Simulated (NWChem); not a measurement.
Molecule: SbF₅; SMILES [F][Sb]([F])([F])([F])[F]

```xyz
6

Sb     0.0002     0.0001     0.0000
F      0.0017     0.0011    -1.8938
F      0.0017     0.0011     1.8938
F      1.8520     0.3492     0.0000
F     -1.2323     1.4254     0.0000
F     -0.6243    -1.7776     0.0000
```
Atoms are numbered in this order, from 1.

Program: NWChem. All runs use the structure optimised with PBE0/def2-SVP. No frequency run checked for a minimum. def2 effective core potentials on Sb; no spin-orbit coupling. Total energies compare along this basis series because the functional is fixed.

```csv
level,basis functions,energy (Ha),highest occupied level (eV),orbital gap (eV)
PBE/def2-SVP,96,-738.6387,-9.78,4.63
PBE/def2-SVPD,147,-738.7020,-10.39,4.67
PBE/def2-TZVP,205,-739.3197,-10.20,4.76
PBE/def2-TZVPP,205,-739.3197,-10.20,4.76
```
